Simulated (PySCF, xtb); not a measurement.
CBrF2, SMILES F[C](F)Br (connectivity only; charge and spin as stated), charge +1, multiplicity 1.

xtb with GFN2-xTB at its own geometry gives an orbital gap of 2.67 eV.

The structure is a stationary point at PBE-D3(BJ)/def2-SVP. The spin state was assumed, not searched. The isomer is the one that the SMILES or the coordinates give; other isomers of the formula were not compared.

**Question.** What does PBE0/def2-TZVPD in PySCF give? (Estimate from the structure and the level; the computed values follow.)

**Answer.** gap 6.25 eV (levels -16.38 and -10.13 eV).
